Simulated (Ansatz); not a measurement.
Relaxation of FH6OPSi (10 atoms, charge 0, multiplicity 1), to a largest force component of 0.03 eV/Å in at most 50 steps.

Level of theory: RKS PBE0-D4/def2-SVP in Ansatz 0.2.0.

```xyz
10
Properties=species:S:1:pos:R:3
Si 0.242 -0.489 -0.418
O 0.124 0.339 2.335
H -0.548 -0.076 2.888
H 1.049 0.755 -0.349
H -1.192 -0.318 -0.066
F 0.266 -0.957 -1.986
P 1.162 -2.078 0.806
H 0.046 -2.963 0.706
H 1.874 -2.675 -0.274
H 0.938 -0.156 2.577
```

Q: Where does it end, and by what steps?

A: It converged. After 5 steps the energy has fallen by 0.044 eV; H3 moved furthest, 0.20 Å.

| step | energy less start (eV) | largest force component (eV/Å) | accepted |
| --- | --- | --- | --- |
| 0 | 0.0000 | 0.718 | yes |
| 1 | -0.0175 | 0.754 | yes |
| 2 | -0.0142 | 0.977 | no |
| 3 | -0.0321 | 0.452 | yes |
| 4 | -0.0121 | 0.263 | no |
| 5 | -0.0437 | 0.027 | yes |

```xyz
10
Properties=species:S:1:pos:R:3
Si 0.235 -0.474 -0.350
O 0.153 0.354 2.248
H -0.596 -0.053 2.700
H 1.056 0.762 -0.294
H -1.191 -0.294 0.029
F 0.217 -0.913 -1.928
P 1.206 -2.159 0.818
H 0.078 -3.024 0.689
H 1.882 -2.712 -0.309
H 0.920 -0.104 2.618
```

Whether the end is a true minimum wasn't checked by a vibrational analysis.

Time of the run: 39 s on 2 threads of AMD EPYC (Zen 3), on a shared host, peak memory 0.2 GiB.
